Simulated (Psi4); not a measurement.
CH$_{5}$N, charge +1, doublet, geometry from GFN2-xTB (a state made from the parent by changing its charge; the spin is typed, not shown lowest). Base run: TPSS/6-31G* run with Psi4 1.11.

The Psi4 input:
```
memory 2 GB

molecule {
1 2
C    -0.66978341    0.08307129    0.00464999
N     0.68771426   -0.10645992   -0.01656633
H    -1.22143766   -0.72376253   -0.47916539
H    -0.95232319    1.07024451   -0.42758532
H    -1.04357184    0.25235697    1.04040653
H     1.10558462   -0.92538143   -0.44685182
H     1.31644869    0.57333417    0.40126043
}

set {
  basis 6-31g*
  reference uks
}

energy('tpss')
print_variables()
```

Variants of this job, named by their change:

```tsv
change	ΔE vs base (mEh)	SCF cycles	grid points	basis functions
base	0.000	9	151378	40
diis_max_vecs = 3	0.000	12	151378	40
dft_spherical_points = 110	-0.060	9	55119	40
dft_radial_points = 150	0.000	9	300174	40
scf_type = cd	-0.105	9	151378	40
cholesky_tolerance = 1e-6 (with scf_type cd)	0.040	9	151378	40
df_basis_scf = cc-pvqz-jkfit	0.038	9	151378	40
damping_percentage = 20	0.006	15	151378	40
df_basis_scf = cc-pvtz-jkfit	0.027	9	151378	40
dft_nuclear_scheme = becke	-0.003	9	150517	40
scf_type = dfdirj+cosx	0.000	10	151378	40
scf_type = disk_df	0.000	9	151378	40
basis_guess = true	0.000	7	151378	40
```

Open shells are given as the SCF converged; they aren't shown to be the lowest states, and a large step between rows can be another state.
